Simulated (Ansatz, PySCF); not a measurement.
C4H2BrCl, SMILES C(=C\C#C)(/Cl)Br.

Geometry optimised at B3LYP-D3(BJ)/def2-SVP. The structure was generated by enumeration; whether it is a known compound was not checked.

Vertical ionisation energy (IE) and electron affinity (EA) in eV. Rows of orbital energies are one-electron estimates. Where ΔSCF, EOM or ADC give a negative EA the extra electron is unbound and the value depends on the basis.

| level | IE | EA |
|---|---|---|
| −ε(HOMO), −ε(LUMO), M06-2X/def2-TZVP (PySCF) | 8.20 | 0.77 |
| −ε(HOMO), −ε(LUMO), PBE/def2-TZVP (PySCF) | 6.03 | 2.43 |
| ΔSCF, CAM-B3LYP/def2-SVPD (Ansatz), final states of multiplicity 2 and 2 | 9.12 | 0.00 |
| ΔSCF, PBE/def2-SVPD (Ansatz), final states of multiplicity 2 and 2 | 8.79 | -0.09 |

**Question.** What vertical singlet–triplet gap does ΔSCF give with CAM-B3LYP/def2-SVPD (Ansatz, a first-principles code) and with PBE/def2-SVPD (Ansatz)? (Estimate from the structure and the level; the computed values follow.)

**Answer.** 3.07 and 3.01 eV (triplet above singlet where positive).
